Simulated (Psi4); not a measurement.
**CH5AlO2 (SMILES [CH3][Al]([OH])[OH]): methods side by side**

The species is CH5AlO2 (9 atoms), meant as a singlet with charge 0. SMILES: `[CH3][Al]([OH])[OH]`. Geometry: optimised at PBE0/def2-TZVP. This is one conformer, not always the lowest.

```xyz
9

C    -0.0442    1.0242   -0.9526
Al    0.0049   -0.4148    0.3381
O     0.9475   -1.7847   -0.0044
O    -0.8893   -0.2675    1.7740
H    -0.2545    0.6457   -1.9563
H    -0.8020    1.7679   -0.6985
H     0.9224    1.5338   -1.0036
H     1.0474   -2.5463    0.5621
H    -0.9217   -0.9181    2.4719
```

Each level gives the dipole moment (D). The values are calculated.

```json
{"level": "PBE-D4/def2-TZVPP (density fitting)", "kind": "GGA", "program": "Psi4", "value (D)": "1.53", "CPU time": "44 s"}
{"level": "r2SCAN-D4/def2-TZVPP (density fitting)", "kind": "meta-GGA", "program": "Psi4", "value (D)": "1.62", "CPU time": "2 min"}
{"level": "B3LYP-D4/def2-TZVPP (density fitting)", "kind": "global hybrid", "program": "Psi4", "value (D)": "1.63", "CPU time": "43 s"}
{"level": "PBE0-D4/def2-TZVPP (density fitting)", "kind": "global hybrid", "program": "Psi4", "value (D)": "1.60", "CPU time": "45 s"}
{"level": "wB97M-V/def2-TZVPP (density fitting)", "kind": "range-separated hybrid", "program": "Psi4", "value (D)": "1.67", "CPU time": "2.1 min"}
```

The values span 1.53 to 1.67 D. Magnitudes only. CPU times are rough (shared hosts, several kinds of processor): they show what a rung costs within a factor of a few.
